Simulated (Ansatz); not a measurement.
Basis-set extrapolation for `C[NH+](C)[AlH3-]` (PBE0-D4/def2-TZVP geometry, frozen core, Ansatz 0.2.0). Multiplicity 1, RHF reference.

|  | def2-TZVPP | def2-QZVPP |
| --- | --- | --- |
| HF | -377.984718 | -377.998929 |
| MP2 correlation | -0.680142 | -0.724285 |
| CCSD(T) correlation | -0.762113 | not run |

Energies in hartree. Use E(X) = E(∞) + A·exp(−7.88·√X) for Hartree–Fock and E(X) = E(∞) + B·X^(−2.97) for correlation, with X = 3 and 4, and add CCSD(T) minus MP2 of the smaller set to the MP2 limit.

Q: What is the CCSD(T) energy at the basis-set limit?

A: HF limit: -377.998929 + (-0.014211) × 0.13774 = -378.00089. MP2 limit: -0.724285 + (-0.044143) × 0.74074 = -0.75698. Higher-order term: -0.762113 − (-0.680142) = -0.08197. Total: -378.83984 hartree, 244.2 kJ/mol below CCSD(T)/def2-TZVPP.
